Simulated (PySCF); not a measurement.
**C₆ coefficients of unlike pairs at BP86**

Calculated with PySCF 2.14 from the dipole response of each species, C₆(A,B) = (3/π) ∫ α_A(iu) α_B(iu) du, in atomic units, from isotropic polarisabilities. For ions this is the dispersion term alone; charge-induced terms of lower order in 1/R come first.

| species | configuration | basis | relativity | α (bohr³) | C₆ (like pair) |
| --- | --- | --- | --- | --- | --- |
| Ne | [Ne] (1S) | aug-cc-pVDZ (4s3p2d) | none | 2.116 | 4.758 |
| Cr | [Ar] 3d5 4s1 (7S) | aug-cc-pVTZ-DK (8s7p5d3f2g) | spin-free X2C | 66.37 | 528.7 |
| Nb | [Kr] 4d4 5s1 (6D) | aug-cc-pwCVDZ-PP with ECP28MDF (6s6p5d3f) | core potential | 86.63 | 929.4 |

Estimate C₆ for Nb with Cr.

The integral gives 700.3. The combination rule 2 C_A C_B / (C_A α_B/α_A + C_B α_A/α_B) gives 700.9 and the geometric mean 701.0.

No spin-orbit coupling is included.

The other pairs:

```json
{"pair": "Cr, Ne", "C₆": "34.63"}
{"pair": "Nb, Ne", "C₆": "47.25"}
```
